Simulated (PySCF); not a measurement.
Species: ZrF₄ (singlet state).
Bonds: Zr1–F2, Zr1–F3, Zr1–F4, Zr1–F5.

Method: PBE0-D3(BJ)/def2-SVP geometry optimisation, gas phase, def2 core potentials past Kr in PySCF; density fitting, grid level 1; the optimiser is geomeTRIC in internal coordinates, started from a GFN2-xTB structure with every atom displaced at random (about 0.03 Å).

Step 0: E = -12137.4116 eV
```
atom  x, y, z in Å  |  force x, y, z in eV/Å
Zr1     0.0603   -0.0772    0.0129   -5.210   1.560   0.171
F2     -0.0282   -0.0342    1.8359    0.080  -0.072   2.800
F3      1.6805   -0.0106   -0.6304    6.075   0.050  -2.212
F4     -0.7551    1.5230   -0.6118   -0.058   0.099  -0.050
F5     -0.8827   -1.5115   -0.6687   -0.888  -1.636  -0.709
```

Step 1: E = -12137.8890 eV
```
atom  x, y, z in Å  |  force x, y, z in eV/Å
Zr1     0.0088   -0.0410    0.0013    0.727  -0.273   0.049
F2     -0.0343   -0.0377    1.9452    0.040  -0.032  -1.377
F3      1.8456   -0.0208   -0.6791   -1.582  -0.096   0.666
F4     -0.8048    1.5656   -0.6297    0.223  -0.561   0.223
F5     -0.9405   -1.5766   -0.6998    0.592   0.963   0.439
```

Step 2: E = -12138.0038 eV
```
atom  x, y, z in Å  |  force x, y, z in eV/Å
Zr1     0.0100   -0.0370   -0.0011    0.730  -0.158  -0.034
F2     -0.0277   -0.0420    1.9009    0.013  -0.026  -0.204
F3      1.8141   -0.0315   -0.6578   -0.623  -0.059   0.291
F4     -0.8033    1.5441   -0.6207   -0.147   0.199  -0.076
F5     -0.9183   -1.5441   -0.6834    0.026   0.043   0.024
```

Step 3: E = -12138.0149 eV
```
atom  x, y, z in Å  |  force x, y, z in eV/Å
Zr1     0.0168   -0.0336   -0.0045   -0.137   0.240  -0.158
F2     -0.0159   -0.0483    1.8863    0.018  -0.024   0.130
F3      1.7984   -0.0437   -0.6393    0.096  -0.035   0.015
F4     -0.8158    1.5562   -0.6253    0.047  -0.111   0.041
F5     -0.9087   -1.5412   -0.6793   -0.024  -0.071  -0.028
```

**Question.** Estimate the geometry and energy of step 4. (The exact step hangs on the optimiser's Hessian estimate; all steps are aligned on step 3, rigid shifts and turns removed.)

**Answer.** E = -12138.0166 eV, largest force 0.061 eV/Å
```
atom  x, y, z in Å  |  force x, y, z in eV/Å
Zr1     0.0145   -0.0285   -0.0076   -0.059   0.014  -0.006
F2     -0.0120   -0.0492    1.8872    0.008  -0.012   0.013
F3      1.7996   -0.0467   -0.6354    0.058  -0.016   0.012
F4     -0.8185    1.5556   -0.6258   -0.015   0.017  -0.010
F5     -0.9087   -1.5417   -0.6804    0.008  -0.004  -0.008
```

The energy changes by -0.0017 eV. The first-order estimate −F·Δx gives -0.0025 eV and the mean of the old and new forces, exact on a quadratic surface, -0.0015 eV. The step makes an angle of 48° with the force vector and moves no atom by more than 0.006 Å.

The cost below is that of the whole optimisation. The run took 80 s of wall time on Arm Neoverse N1, one thread (shared host), and the process peaked at 0.34 GiB of memory.
